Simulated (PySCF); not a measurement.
**Electronic structure of Zn (zinc, neutral) at the UHF level**

Configuration: [Ar] 3d10 4s2, closed-shell 1S. All numbers are calculated (PySCF 2.14, no relativity, point nucleus, in 6-31G* (5s4p2d1f, 34 functions)).

```
Total energy                                     : -1777.481098 hartree
One-electron energy                              : -2484.6097 hartree
Hartree (Coulomb) energy                         : 776.8408 hartree
Exchange energy                                  : -69.7122 hartree
Kinetic energy                                   : 1777.34907 hartree
⟨S²⟩                                             : 0.0000
⟨L²⟩                                             : 0.000
Sum of ⟨r⟩                                       : 21.92 bohr
Sum of ⟨r²⟩                                      : 34.95 bohr²
Density at the nucleus (Gaussians lack the cusp) : 17400 bohr⁻³
Langevin diamagnetic susceptibility              : -27.7 ×10⁻⁶ cm³/mol
Time after the integrals                         : 0.06 s of wall time on 1 thread of Neoverse-V2 (shared host)
```

| shell | electrons | mean orbital energy (eV) | rms radius, mean of both spins (bohr) |
| --- | --- | --- | --- |
| 1s | 2 | -9612.5 | 0.0591 |
| 2s | 2 | -1206.2 | 0.248 |
| 2p | 6 | -1058.4 | 0.221 |
| 3s | 2 | -152.30 | 0.742 |
| 3p | 6 | -103.43 | 0.783 |
| 3d | 10 | -19.743 | 0.963 |
| 4s | 2 | -7.692 | 3.20 |
